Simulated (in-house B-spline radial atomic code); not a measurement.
Results of a calculation; reference values are marked as such.
## Correlation energy from the adiabatic connection: −Z/r, Z = 1.08

Two electrons in a singlet, external potential −Z/r, Z = 1.08 (atomic units). Full CI in B-splines (partial waves to l = 8, correlation up to 0.6 % small) with the density held fixed gives W(λ) = <V_ee>_λ − U, and E_c is the integral of W(λ) − W(0) from 0 to 1.

| λ | W(λ) − W(0) (hartree) |
| --- | --- |
| 0 | 0.00000 |
| 0.02 | -0.00226 |
| 0.05 | -0.00555 |
| 0.12 | -0.01279 |
| 0.25 | -0.02479 |
| 0.4 | -0.03667 |
| 0.6 | -0.04991 |
| 0.8 | -0.06085 |
| 1 | -0.07003 |

Q: Integrate the table by the trapezoid rule.

A: The strips give -0.00002, -0.00012, -0.00064, -0.00244, -0.00461, -0.00866, -0.01108, -0.01309, which sum to -0.04066 hartree. The direct value, W(1) − W(0) + T_c with T_c = 0.02922, is -0.04081; the curve is convex, so chords lie above it and the trapezoids fall short in size by 0.37 %.

Q: Now use only three numbers: W(0) = -0.43759, the initial slope W'(0) = -0.1143 (extrapolated from the first points) and the strong-coupling limit of the point-charge-plus-continuum model, W∞ = -0.63437. What do second-order theory and the interpolation W(λ) = W∞ + (W(0) − W∞)/√(1 + 2χλ) of Seidl, Perdew and Levy give?

A: Second order keeps the slope alone: E_c = W'(0)/2 = -0.05715, +40 % in size against -0.04081. Matching the slope fixes χ = W'(0)/(W∞ − W(0)) = -0.1143/(-0.19678) = 0.58085. Integrating, with s = √(1 + 2χ) = 1.470273, E_c = −(W(0) − W∞)(s − 1)/(s + 1) = −0.19678 × 0.470273/2.470273 = -0.03746 hartree, -8.2 % in size against the full result. At λ = 1 the formula gives W − W(0) = -0.06294 against -0.07003. Part of the miss can come from the model's W∞.
